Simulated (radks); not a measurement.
Question: Excited configurations of K: one electron is placed in a higher orbital outside [Ar]. The ground configuration is [Ar] 4s1. Method: non-relativistic Kohn-Sham, PBE, spin-polarised, spherical densities, point nucleus; open shells are filled with parallel spins first; computed with a radial shooting solver on a logarithmic mesh with Libxc functionals. Excitation = E - E(ground); binding = E(ion) - E, where the ion is the core of charge +1; n* = 1/sqrt(2 binding) in atomic units, and the quantum defect is n - n*.

outer orbital  excitation (eV)  binding (eV)     n*  quantum defect  eigenvalue (eV)  <r> (bohr)
4p                       1.560         2.889  2.170           1.830           -1.545       6.631
4d                       3.077         1.372  3.149           0.851           -0.713       13.40
4f                       3.486         0.963  3.758           0.242           -0.482       16.79
5p                       2.921         1.529  2.983           2.017           -0.919       13.78
6s                       3.296         1.154  3.434           2.566           -0.753       19.56
6p                       3.509         0.941  3.803           2.197           -0.609       23.39
7s                       3.699         0.750  4.259           2.741           -0.509       30.76
7p                       3.810         0.639  4.615           2.385           -0.433       35.66

Estimate the row for 5s.

Answer: excitation (eV) 2.425; binding (eV) 2.025; n* 2.592; quantum defect 2.408; eigenvalue (eV) -1.253; <r> (bohr) 10.97. The Delta-SCF ionisation energy is 4.449 eV (NIST Atomic Spectra Database: 4.341 eV, measured). Self-interaction in the functional shifts the binding energies and quantum defects, so they are the method's values and not measured ones.
